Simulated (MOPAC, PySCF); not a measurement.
CH2F2S, SMILES `FC(F)S` (F–C–S–H torsion 68°), neutral singlet in the gas phase. 

Cartesian coordinates (Å):
SMILES: C(F)(S)F
```xyz
6

F     -0.5993     1.1857    -0.5172
C     -0.3874    -0.0163     0.0820
F     -1.2973    -0.8912    -0.4125
S      1.2605    -0.6846    -0.2972
H     -0.5541     0.1067     1.1519
H      1.9080     0.2666     0.3964
```
Charge 0, spin multiplicity 1.

All levels are single points at this geometry (B3LYP-D3(BJ)/def2-TZVP); Pople sets use spherical d functions. Orbital energies aren't observables, and empty levels follow the basis.

PBE/6-31G* in PySCF gives dipole (D) = 1.98.

Question: Estimate the dipole (D) from each of these levels: B3LYP-D3(BJ)/def2-TZVP in PySCF; PBE-D3(BJ)/def2-TZVP in PySCF; B3LYP/3-21G in PySCF; B3LYP/6-311+G** in PySCF; B3LYP/6-31G* in PySCF; B3LYP/LANL2DZ in PySCF; BP86/6-31G* in PySCF; M06-2X/6-31G* in PySCF; HF/3-21G in PySCF; HF/6-31G* in PySCF; HF/STO-3G in PySCF; PM3 in MOPAC.

Answer: 
```tsv
level	dipole (D)
B3LYP-D3(BJ)/def2-TZVP in PySCF	2.11
PBE-D3(BJ)/def2-TZVP in PySCF	1.96
B3LYP/3-21G in PySCF	2.40
B3LYP/6-311+G** in PySCF	2.38
B3LYP/6-31G* in PySCF	2.08
B3LYP/LANL2DZ in PySCF	2.83
BP86/6-31G* in PySCF	1.98
M06-2X/6-31G* in PySCF	2.18
HF/3-21G in PySCF	2.89
HF/6-31G* in PySCF	2.42
HF/STO-3G in PySCF	1.63
PM3 in MOPAC	2.48
```
